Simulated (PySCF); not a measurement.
Si(OSiH3)(F)3 (F3H3OSi2), SMILES F[Si](F)(F)O[SiH3].

Geometry: B3LYP-D3(BJ)/def2-SVP. The values are those of a single conformer.

These are TDDFT-ωB97X/def2-SVPD (PySCF 2.14.0) values and carry that method's errors.

Vertical excitations. Gas-phase values at a fixed geometry.

```
state  energy (eV)  λ (nm)      f                                                                  main pairs
-----  -----------  ------  -----  --------------------------------------------------------------------------
S1            8.06     154  0.000                                                              HOMO→LUMO 84 %
S2            8.12     153  0.001                                                            HOMO−1→LUMO 83 %
S3            9.36     132  0.001                                        HOMO→LUMO+3 50 %, HOMO−1→LUMO+4 41 %
S4            9.54     130  0.122                                                            HOMO→LUMO+1 83 %
S5            9.58     129  0.139                                                          HOMO−1→LUMO+1 85 %
S6            9.95     125  0.001    HOMO−2→LUMO 38 %, HOMO−1→LUMO+4 19 %, HOMO→LUMO+3 17 %, HOMO→LUMO+2 12 %
S7            9.96     124  0.000  HOMO−3→LUMO 31 %, HOMO→LUMO+4 22 %, HOMO−1→LUMO+3 17 %, HOMO−1→LUMO+2 16 %
S8           10.16     122  0.062                                        HOMO→LUMO+4 48 %, HOMO−1→LUMO+3 45 %
S9           10.34     120  0.340    HOMO−1→LUMO+4 33 %, HOMO→LUMO+3 24 %, HOMO−2→LUMO 22 %, HOMO→LUMO+2 12 %
S10          10.36     120  0.324   HOMO−1→LUMO+3 29 %, HOMO−3→LUMO 29 %, HOMO→LUMO+4 24 %, HOMO−1→LUMO+2 7 %
T1            7.69     161      0                                                              HOMO→LUMO 79 %
T2            7.74     160      0                                                            HOMO−1→LUMO 78 %
T3            9.03     137      0                                        HOMO→LUMO+3 68 %, HOMO−1→LUMO+4 18 %
T4            9.08     137      0                    HOMO→LUMO+4 25 %, HOMO−1→LUMO+1 24 %, HOMO−1→LUMO+3 23 %
```
Triplets are in the Tamm–Dancoff approximation, which puts them higher than full response would, so one can lie above its singlet here.
